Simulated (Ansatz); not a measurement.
C2H8GeO, SMILES `CC[O][GeH3]`. Total charge 0; spin multiplicity 1. The geometry is a stationary point of PBE0-D4/def2-TZVP. It is one conformer, not always the lowest.

```xyz
12

C     1.840   -0.058   -0.652
C     0.596   -0.278    0.174
O    -0.478    0.420   -0.420
Ge   -2.073    0.318    0.360
H     2.081    1.006   -0.701
H     2.690   -0.588   -0.214
H     1.691   -0.422   -1.670
H     0.763    0.074    1.203
H     0.372   -1.354    0.234
H    -2.518   -1.158    0.403
H    -2.996    1.170   -0.514
H    -1.967    0.870    1.796
```

Task: What is the dipole moment at ωB97M-V/def2-TZVPP? (Estimate.)

Result: Ansatz gave: 1.05 D, with components (-0.16, -0.55, 0.87) D in this frame, pointing from negative to positive charge.

Task: And with PBE, r2SCAN, B3LYP? (An estimate is asked.)

Result: Ansatz gave: PBE 0.91 D, r2SCAN 0.96 D, B3LYP 1.02 D.

Task: Give the Mulliken charges with ωB97M-V, PBE, B3LYP in def2-TZVPP. (Best estimate.)

Result: Computed: 
```csv
atom,ωB97M-V,PBE,B3LYP
C1,-0.30,-0.24,-0.23
C2,-0.02,0.00,0.03
O3,-0.42,-0.35,-0.42
Ge4,0.24,0.26,0.30
H5,0.10,0.08,0.08
H6,0.09,0.07,0.07
H7,0.10,0.08,0.08
H8,0.09,0.07,0.07
H9,0.09,0.07,0.07
H10,0.00,-0.03,-0.02
H11,0.02,-0.01,0.00
H12,0.00,-0.03,-0.02
```

B3LYP here is the variant with VWN-RPA as its local correlation; programs differ in this.
